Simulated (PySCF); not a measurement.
**CdN: frontier orbitals**

LC-ωPBE at R = 2.455 Å; PySCF, scalar-relativistic core potentials, basis sets Cd def2-SVP with ECP28, N def2-SVP. State: ⁴Σ⁻ (quartet), unpaired electrons σ ↑, π ↑↑. Only the outer orbitals are listed, counted within each symmetry, core potentials removing the inner ones.

```json
{"spin": "α", "orbital": "6σ", "occ.": "1", "ε (eV)": "-12.44", "on Cd (%)": "17", "main shells (%)": "82 N p, 12 Cd s"}
{"spin": "α", "orbital": "3π", "occ.": "1", "ε (eV)": "-12.38", "on Cd (%)": "2", "main shells (%)": "98 N p"}
{"spin": "α", "orbital": "3π", "occ.": "1", "ε (eV)": "-12.38", "on Cd (%)": "2", "main shells (%)": "98 N p"}
{"spin": "α", "orbital": "7σ", "occ.": "1", "ε (eV)": "-8.31", "on Cd (%)": "91", "main shells (%)": "82 Cd s, 9 N p, 8 Cd p"}
{"spin": "α", "orbital": "4π", "occ.": "0", "ε (eV)": "1.12", "on Cd (%)": "99", "main shells (%)": "99 Cd p"}
{"spin": "α", "orbital": "4π", "occ.": "0", "ε (eV)": "1.12", "on Cd (%)": "99", "main shells (%)": "99 Cd p"}
{"spin": "α", "orbital": "8σ", "occ.": "0", "ε (eV)": "2.40", "on Cd (%)": "103", "main shells (%)": "97 Cd p"}
{"spin": "β", "orbital": "6σ", "occ.": "1", "ε (eV)": "-8.79", "on Cd (%)": "75", "main shells (%)": "73 Cd s, 23 N p"}
{"spin": "β", "orbital": "7σ", "occ.": "0", "ε (eV)": "-0.45", "on Cd (%)": "51", "main shells (%)": "49 N p, 26 Cd p, 25 Cd s"}
{"spin": "β", "orbital": "3π", "occ.": "0", "ε (eV)": "0.38", "on Cd (%)": "54", "main shells (%)": "53 Cd p, 46 N p"}
{"spin": "β", "orbital": "3π", "occ.": "0", "ε (eV)": "0.38", "on Cd (%)": "54", "main shells (%)": "53 Cd p, 46 N p"}
```

Problem. Which are the highest filled and the lowest empty level, where do they sit, and how wide is the gap?

Solution. Highest filled α 7σ at -8.31 eV (in %: 82 Cd s, 9 N p, 8 Cd p); lowest empty β 7σ at -0.45 eV (in %: 49 N p, 26 Cd p, 25 Cd s); the gap at LC-ωPBE is 7.86 eV.

```json
{
 "bond order (Mayer)": "0.52",
 "⟨S²⟩": "3.796",
 "charge on Cd (Mulliken, basis-dependent)": "0.13",
 "charge on Cd (Löwdin, basis-dependent)": "0.07",
 "dipole moment (positive dipole means Cd(−)N(+))": "-0.95 D"
}
```

Shares are Mulliken populations and can fall outside 0 to 100 %.

Spin–orbit coupling is left out. The state is the lowest determinant that a PBE0 search found; another state may lie lower at other levels.
